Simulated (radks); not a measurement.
Question: Species: Tl3+. Configuration: [Xe] 4f14 5d9.5 6s0.5 (fractional occupations, a model configuration). Method: Dirac Kohn-Sham, PBE, spin-unpolarised, spherical densities, finite nucleus; open shells fill j = l - 1/2 first; Fermi nuclear charge, rms radius 5.4759 fm; computed with a radial shooting solver on a logarithmic mesh with Libxc functionals. Some entries of the table are withheld. Estimate them.

| orbital | occ. | eigenvalue (eV) | r(max) (bohr) |
|---|---|---|---|
| 1s1/2 | 2 | -85464.53 | 0.01003 |
| 2s1/2 | 2 | -15231.04 | 0.05837 |
| 2p1/2 | 2 | -14627.08 | 0.04279 |
| 2p3/2 | 4 | -12561.65 | 0.05039 |
| 3s1/2 | 2 | (1) | (2) |
| 3p1/2 | 2 | -3385.571 | 0.1530 |
| 3p3/2 | 4 | -2926.401 | 0.1684 |
| 3d3/2 | 4 | -2472.914 | 0.1309 |
| 3d5/2 | 6 | -2374.843 | 0.1351 |
| 4s1/2 | 2 | (3) | 0.3695 |
| 4p1/2 | 2 | -723.0048 | 0.3672 |
| 4p3/2 | 4 | -611.3698 | 0.3985 |
| 4d3/2 | 4 | -418.1033 | 0.3903 |
| 4d5/2 | 6 | -397.2712 | 0.3998 |
| 5s1/2 | 2 | -161.9300 | 0.8090 |
| 4f5/2 | 6 | (4) | (5) |
| 4f7/2 | 8 | (6) | (7) |
| 5p1/2 | 2 | -122.2072 | 0.8501 |
| 5p3/2 | 4 | -101.8904 | 0.9278 |
| 5d3/2 | 4 | -47.2611 | 1.089 |
| 5d5/2 | 5.5 | -44.9058 | 1.121 |
| 6s1/2 | 0.5 | -35.7716 | 1.940 |

Answer: 
(1) 3s1/2 eigenvalue (eV): -3659.199
(2) 3s1/2 r(max) (bohr): 0.1642
(3) 4s1/2 eigenvalue (eV): -841.1401
(4) 4f5/2 eigenvalue (eV): -147.8140
(5) 4f5/2 r(max) (bohr): 0.3558
(6) 4f7/2 eigenvalue (eV): -143.2132
(7) 4f7/2 r(max) (bohr): 0.3603
